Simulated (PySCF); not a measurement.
Structure problem from calculated spectra and properties.

Formula: C8H16O.

| Item | Value |
| --- | --- |
| 13C NMR | chemical shifts (computed TMS as zero) by class: 211.1 (1 C), 57.7 (1 C), 34.5 (1 C), 33.7 (1 C), 27.0 (1 C), 26.9 (1 C), 16.4 (1 C), 14.2 (1 C) ppm [GIAO PBE0/pcSseg-1] |
| UV, strongest line | among the 10 lowest singlet transitions: S4 at 7.85 eV (158 nm, f = 0.051) [TDDFT CAM-B3LYP/def2-SVPD] |
| Rotational structure | rotational constants A, B, C: 3.000, 0.670, 0.577 GHz [PBE0-D3(BJ)/def2-SVP] |
| NMR, other nuclei | isotropic shieldings of nuclei other than C and H, by class: -382 (1 O) ppm [GIAO PBE0/pcSseg-1] |
| 1H NMR | chemical shifts (computed TMS as zero) by class: 9.39 (1 H), 1.61 (1 H), 1.52 (1 H), 1.44 (1 H), 1.24 (1 H), 1.15 (1 H), 1.14 (1 H), 1.12 (1 H), 0.99 (3 H), 0.97 (1 H), 0.93 (1 H), 0.89 (3 H) ppm [GIAO PBE0/pcSseg-1] |
| Triplet | lowest triplet excitation (Tamm–Dancoff): 3.66 eV [TDA CAM-B3LYP/def2-SVPD] |

The electronic properties come from PySCF, for the isolated species, density fitting. Levels stand in brackets. Geometry: PBE0-D3(BJ)/def2-SVP, one conformer, isolated molecule. NMR classes are plain means over equivalent atoms (diastereotopic ones count apart unless rotation or inversion swaps them), as if these changed places fast.

Problem. What is the compound? Reason from the data.

Solution. Numbering: `[CH3:1][CH2:2][CH2:3][CH2:4][C@@H:5]([CH:6]=[O:7])[CH2:8][CH3:9]`. Its formula, C8H16O, gives 1 degree of unsaturation: 0 rings and 1 π bond in the structure found. 8 carbons fall into 8 classes; from least to most shielded: aldehyde carbon [C6] (211.1 ppm), sp3 carbon next to a carbonyl [C5] (57.7 ppm), chain CH2 carbon [C4] (34.5 ppm), chain CH2 carbon [C3] (33.7 ppm), chain CH2 carbon [C2] (27.0 ppm), chain CH2 carbon [C8] (26.9 ppm), methyl carbon [C1] (16.4 ppm), methyl carbon [C9] (14.2 ppm). Hydrogen classes from least to most shielded: 1 H on an aldehyde carbon, C6 (9.39 ppm), 1 H on an sp3 carbon next to a carbonyl, C5 (1.61 ppm), 1 H on a chain CH2 carbon, C8 (1.52 ppm), 1 H on a chain CH2 carbon, C4 (1.44 ppm), 1 H on a chain CH2 carbon, C8 (1.24 ppm), 1 H on a chain CH2 carbon, C2 (1.15 ppm), 1 H on a chain CH2 carbon, C2 (1.14 ppm), 1 H on a chain CH2 carbon, C4 (1.12 ppm), 3 H on a methyl carbon, C1 (0.99 ppm), 1 H on a chain CH2 carbon, C3 (0.97 ppm), 1 H on a chain CH2 carbon, C3 (0.93 ppm), 3 H on a methyl carbon, C9 (0.89 ppm). The other shieldings belong to: -382 ppm, aldehyde oxygen [O7]. The optimised geometry has point group C1 and is an asymmetric top. Structure: 2-ethylhexanal, `CCCC[C@@H](C=O)CC`. Computed isomers that give other values at the same levels: `COCC1CCCCC1` (13C chemical shifts (computed TMS as zero) by class: 80.6 (1 C), 59.3 (1 C), 39.6 (1 C), 32.0 (2 C), 29.1 (1 C), 28.3 (2 C) ppm); `CC1(C)CCC[C@@H](O)C1` (rotational constant A: 2.326 GHz; this holds for the one conformer computed). The assignments are read from this structure; whether some other isomer fits the data as well wasn't checked. The mirror image fits equally.
